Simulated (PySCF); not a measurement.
Orbital picture of CSe⁺

PBE at R = 1.628 Å; C x2c-SVPall, Se x2c-SVPall; spin-free X2C with a Gaussian nucleus (PySCF 2.14). State: ²Σ⁺ (doublet), unpaired electrons σ ↑. Only the outer orbitals are listed, counted within each symmetry.

| spin | orbital | occ. | ε (eV) | on C (%) | main shells (%) |
| --- | --- | --- | --- | --- | --- |
| α | 8σ | 1 | -28.95 | 34 | 60 Se s, 26 C s |
| α | 9σ | 1 | -21.44 | 47 | 46 C s, 32 Se s, 21 Se p |
| α | 10σ | 1 | -16.98 | 70 | 53 C p, 26 Se p, 17 C s |
| α | 4π | 1 | -16.35 | 45 | 53 Se p, 45 C p |
| α | 4π | 1 | -16.35 | 45 | 53 Se p, 45 C p |
| α | 5π | 0 | -11.61 | 50 | 50 C p, 47 Se p |
| α | 5π | 0 | -11.61 | 50 | 50 C p, 47 Se p |
| α | 11σ | 0 | -5.69 | 8 | 67 Se p, 17 Se d, 15 C p |
| β | 8σ | 1 | -28.66 | 30 | 65 Se s, 21 C s, 8 C p |
| β | 9σ | 1 | -20.61 | 38 | 37 C s, 31 Se s, 30 Se p |
| β | 4π | 1 | -16.06 | 32 | 67 Se p, 31 C p |
| β | 4π | 1 | -16.06 | 32 | 67 Se p, 31 C p |
| β | 10σ | 0 | -14.13 | 80 | 40 C p, 39 C s, 20 Se p |
| β | 5π | 0 | -10.87 | 62 | 62 C p, 33 Se p |
| β | 5π | 0 | -10.87 | 62 | 62 C p, 33 Se p |

Which are the highest filled and the lowest empty level, where do they sit, and how wide is the gap?

Highest filled β 4π at -16.06 eV (in %: 67 Se p, 31 C p); lowest empty β 10σ at -14.13 eV (in %: 40 C p, 39 C s, 20 Se p); the gap at PBE is 1.93 eV.

* bond order (Mayer): 2.79
* ⟨S²⟩: 0.790
* charge on C (Mulliken, basis-dependent): 0.27
* charge on C (Löwdin, basis-dependent): 0.17
* dipole moment (positive dipole points towards Se; it is taken about the centre of mass and depends on that origin): -0.85 D
* polarisability along the bond: 33.6 bohr³
* polarisability across the bond: 16.7 bohr³

Spin–orbit coupling is left out. The state was picked by a PBE0 search and need not be the measured ground state.
